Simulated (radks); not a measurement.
The tungsten anion W- inside a hard spherical wall (all orbitals vanish at R), configuration held at [Xe] 4f14 5d5 6s2 and not refilled when levels cross. Calculated with a radial shooting solver on a logarithmic mesh with Libxc functionals: scalar-relativistic Kohn-Sham, PBE, spin-polarised, spherical densities, finite nucleus; open shells are filled with parallel spins first (spin-orbit coupling, left out, can overturn this in heavy ions); Fermi nuclear charge, rms radius 5.3658 fm. Eigenvalues in eV for spin up, with the zero of energy where the potential of the charges vanishes at infinity; a dash marks a level that is unbound or too diffuse for the functional's potential to be trusted. A positive occupied level is held by the wall or, in an anion where self-interaction has pushed it up, behind a barrier. The pressure on the wall is -dE/dV.

R (bohr)	E (hartree)	kinetic (hartree)	e(5p)	e(4f)	e(6s)	e(5d)	e(6p, empty)	e(7s, empty)	pressure (GPa)
12	-16140.1337	17777.586	-36.125	-25.132	-0.344	1.614	2.996	4.036	0.0185
10	-16140.1291	17777.608	-35.839	-24.849	-0.123	1.879	3.477	5.577	0.0948
8	-16140.1106	17777.698	-35.089	-24.095	0.458	2.554	4.537	9.007	0.670
7	-16140.0817	17777.829	-34.260	-23.250	1.127	3.286	5.644	12.468	2.07
6	-16140.0098	17778.134	-32.734	-21.665	2.453	4.627	7.714	18.649	7.30
4	-16139.1854	17781.113	-24.145	-12.201	12.854	12.838	22.672	58.027	161
3.5	-16138.3862	17783.850	-19.356	-6.593	21.157	18.127	34.033	85.029	430
2.5	-16132.3434	17804.797	1.791	18.518	72.353	44.843	98.330	222.36	5130
